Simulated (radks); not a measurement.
The numbers below are computed, except where a source is named.
Question: Radial electron density D(r) = 4 pi r^2 rho(r) of an atom or ion with 20.75 electrons. Code: a radial shooting solver on a logarithmic mesh with Libxc functionals. Model: Dirac Kohn-Sham, PBE, spin-unpolarised, spherical densities, finite nucleus; Fermi nuclear charge, rms radius of each element as measured or else 0.836 A^(1/3) + 0.57 fm.

```
   r/bohr * D(r) (the largest magnitude, 27.9, reaches the edge; | marks zero)
 0.004442 |  *
 0.005089 |   *
  0.00583 |    *
 0.006626 |     *
 0.007592 |       *
 0.008698 |         *
 0.009885 |           *
  0.01133 |             *
  0.01298 |                 *
  0.01475 |                    *
   0.0169 |                        *
  0.01936 |                            *
    0.022 |                                 *
  0.02521 |                                     *
  0.02888 |                                          *
  0.03282 |                                             *
   0.0376 |                                                *
  0.04308 |                                                  *
  0.04896 |                                                   *
   0.0561 |                                                  *
  0.06427 |                                               *
  0.07304 |                                            *
  0.08369 |                                         *
  0.09588 |                                       *
    0.109 |                                      *
   0.1248 |                                       *
    0.143 |                                          *
   0.1626 |                                              *
   0.1862 |                                                   *
   0.2134 |                                                      *
   0.2425 |                                                      *
   0.2778 |                                                  *
   0.3183 |                                          *
   0.3618 |                                 *
   0.4145 |                        *
   0.4749 |                  *
   0.5397 |               *
   0.6184 |               *
   0.7084 |                 *
   0.8052 |                   *
   0.9225 |                   *
    1.057 |                 *
    1.201 |              *
    1.376 |          *
    1.577 |      *
    1.792 |    *
    2.053 |  *
    2.352 | *
    2.673 |*
    3.063 |*
    3.509 |*
    3.988 *
    4.569 *
    5.235 *
     5.95 *
    6.816 *
    7.809 *
    8.876 *
```

What is the nuclear charge?

Answer: Z = 22. The innermost maximum, from 1s, lies near gamma/Z bohr with gamma = sqrt(1 - (Z/c)^2) = 0.987, here 0.0449 bohr (found: 0.0482), and its height grows with Z. The density is that of the titanium ion Ti1.25+ in [Ar] 3d2 4s0.75; the configuration itself is not fixed sharply by these data, and Z only to about a unit. D(r) has 3 maxima, at r = 0.0482, 0.226, 0.872 bohr, and minima at 0.109, 0.571 bohr, inside which lie 2.14, 10.46 electrons.
